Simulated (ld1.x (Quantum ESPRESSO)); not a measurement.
## Before and after: RRKJ potential for hydrogen

hydrogen (H), norm-conserving RRKJ (Kleinman–Bylander form), made with ld1.x (Quantum ESPRESSO) 7.5 (PBE, scalar-relativistic). Core none, reference 1s1. Waves: 1s (bound): rc 1.25 bohr; 2p channel at 0.45 Ry: rc 1.35 bohr. Local part: the p channel. Core correction: none.

Change: all radii scaled by about 0.75 (s 0.94, p 1.02 bohr).

Cutoffs: the cutoffs (Ry, on a coarse ladder) from which the occupation-weighted sum of valence levels, in a spherical-Bessel basis at the reference potential, stays within 10 and 1 mRy of its value at 400 Ry; they do not see the model core or the augmentation charge, which bear on the density cutoff. Errors are all-electron minus pseudo energies relative to the spin-unpolarised reference configuration.

Task: Predict the effect on cutoff, ghosts and configuration errors.

Result: The potential gets harder (21 Ry and 35 Ry → 30 Ry and 50 Ry); neither file shows a bound ghost. A smaller radius makes the pseudo-wave follow the all-electron one further in, where it bends more sharply, so more plane waves are needed.

```
                         quantity   base  changed
                    cutoff, loose  21 Ry    30 Ry
                    cutoff, tight  35 Ry    50 Ry
                     bound ghosts   none     none
error for 1s0.5, meV [ΔE 4.76 eV]   +1.7     +0.5
```
